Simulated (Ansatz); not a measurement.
Ansatz (an electronic-structure program) input for Te(I)(GeH3) (GeH3ITe), SMILES [GeH3][Te]I, PBE/def2-SVPD. The structure is a stationary point at B3LYP-D3(BJ)/def2-SVP. The structure was generated by enumeration, and PubChem lists no compound with its InChIKey, so it may never have been made. The def2 effective core potentials stand for the cores of I, Te; spin–orbit coupling is left out.

Ansatz 0.2 input:
```yaml
crystal:
  periodic: [false, false, false]
  atoms:
    - {symbol: Te, position_ang: [1.10897715, -0.45830459, -0.00000000]}
    - {symbol: I, position_ang: [-0.44548955, 1.82059431, 0.00000000]}
    - {symbol: Ge, position_ang: [-0.94206062, -2.04938773, -0.00000000]}
    - {symbol: H, position_ang: [-0.35098694, -3.47439660, -0.00000000]}
    - {symbol: H, position_ang: [-1.77946949, -1.80242789, 1.26655514]}
    - {symbol: H, position_ang: [-1.77946950, -1.80242789, -1.26655514]}
basis:
  gaussian:
    orbitals: def2-SVPD
hamiltonian:
  xc: {name: PBE}
```

Output:

```
WARN ansatz: RAYON_NUM_THREADS=1 ignored (pool sized by the plan → 1); use --threads N
Functional definition: PBE
integrals: 0.08 GiB planned
1362 factors; their error is unknown
mean field: 0.46 GiB planned
mean field evaluation 1: about -71945.0529 eV, gradient 2.2e1 eV
mean field evaluation 2: about -71945.2653 eV, gradient 2.2e1 eV
mean field evaluation 4: about -71945.8446 eV, gradient 2.5e0 eV
mean field evaluation 8: about -71945.8483 eV, gradient 3.0e-2 eV
mean field evaluation 16: about -71945.8483 eV, gradient 1.5e-5 eV
mean field -71945.84826656 eV, -2643.9611571485 hartree, gradient 1.5e-5 eV, S^2 0.000000; 0 other end points of the search recorded, 0 dependent functions left out
reference -71945.84833034 eV, -2643.9611594925 hartree; 42, 42 occupied and 90, 90 virtual orbitals, 1362 factors
Total energy: -71945.84833034 eV, -2643.9611594925 hartree
```

The run converged.
